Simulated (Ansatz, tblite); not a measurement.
Removing an electron: SnF4. Total charge 0; singlet. Geometry: r2SCAN-D4/def2-SVP. Ansatz, gas phase; energy differences of separate SCF runs; the oxidised species was run as a doublet alone.

| atom | x (Å) | y (Å) | z (Å) |
| --- | --- | --- | --- |
| Sn1 | 0.0000 | 0.0001 | 0.0000 |
| F2 | 0.5276 | 1.8078 | 0.3054 |
| F3 | 1.0257 | -0.7285 | -1.4341 |
| F4 | -1.8526 | -0.0546 | -0.4522 |
| F5 | 0.2993 | -1.0249 | 1.5809 |

In the def2 sets Sn takes a core potential; there is no spin–orbit coupling. The xTB rows come from tblite. HOMO above LUMO, or a gap near zero within one spin, warns that the state may not be the lowest or that an electron is smeared out.

Estimate orbital energies and vertical ionisation energies at: GFN1-xTB; GFN2-xTB; PBE-D4/def2-TZVP; r2SCAN-D4/def2-TZVP; PBE0-D4/def2-TZVP.


| level | −HOMO (eV) | vertical IE (eV) | −LUMO (eV) | HOMO–LUMO gap (eV) | remarks |
| --- | --- | --- | --- | --- | --- |
| GFN1-xTB | 15.80 | 19.56 | 12.51 | 3.29 | – |
| GFN2-xTB | 15.19 | 18.74 | 11.08 | 4.11 | – |
| PBE-D4/def2-TZVP | 10.21 | 13.62 | 4.98 | 5.24 | gap within one spin near zero (+1 doublet) |
| r2SCAN-D4/def2-TZVP | 10.76 | 14.04 | 4.79 | 5.98 | gap within one spin near zero (+1 doublet) |
| PBE0-D4/def2-TZVP | 12.39 | 14.74 | 4.01 | 8.38 | – |

  Raw xTB energy differences between charge states are shifted by several eV; the methods need an empirical correction for them.
